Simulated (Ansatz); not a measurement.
Al₄P₃⁺. Charge 1, multiplicity 1. Geometry PBE-D4/def2-SVP.

```xyz
7

Al   -1.0848   -0.6974   -1.9157
Al   -2.9780   -0.5561    0.1226
Al    1.1522    1.3163    1.5075
Al    2.8331   -0.7732    0.7542
P     0.9682    0.3256   -1.0529
P    -0.0924   -0.8458    0.5579
P    -0.7983    1.2306    0.0263
```

B3LYP takes the VWN-RPA correlation. The restricted singlet is unstable towards broken spin symmetry in Hartree–Fock (as tested in another run); at HF/STO-3G, r2SCAN-D4/def2-TZVP, B3LYP-D4/def2-TZVP, PBE0-D4/def2-TZVP and others this wasn't settled. The structure comes from a short search, and lower isomers may exist.

(1) Estimate the orbital energies around the gap (eV) in Ansatz with HF/STO-3G, r2SCAN-D4/def2-TZVP, B3LYP-D4/def2-TZVP, PBE0-D4/def2-TZVP, r2SCAN0-D4/def2-TZVP.

Answers

(1) 
```
orbital  HF/STO-3G  r2SCAN-D4/def2-TZVP  B3LYP-D4/def2-TZVP  PBE0-D4/def2-TZVP  r2SCAN0-D4/def2-TZVP
 HOMO−5      -9.76               -11.75              -12.13             -12.44                -12.60
 HOMO−4      -8.86               -11.34              -11.69             -12.00                -12.16
 HOMO−3      -8.58               -10.99              -11.36             -11.64                -11.80
 HOMO−2      -7.46               -10.23              -10.55             -10.83                -10.97
 HOMO−1      -7.27                -9.35               -9.75              -9.94                -10.01
   HOMO      -7.13                -9.34               -9.74              -9.92                 -9.99
   LUMO       2.39                -7.34               -6.74              -6.72                 -6.72
 LUMO+1       3.27                -6.81               -6.20              -6.17                 -6.15
 LUMO+2       3.71                -6.77               -6.15              -6.11                 -6.10
 LUMO+3       4.49                -6.22               -5.72              -5.65                 -5.59
 LUMO+4       5.13                -5.68               -5.16              -5.10                 -5.04
 LUMO+5       5.80                -5.58               -5.10              -4.99                 -4.90
```
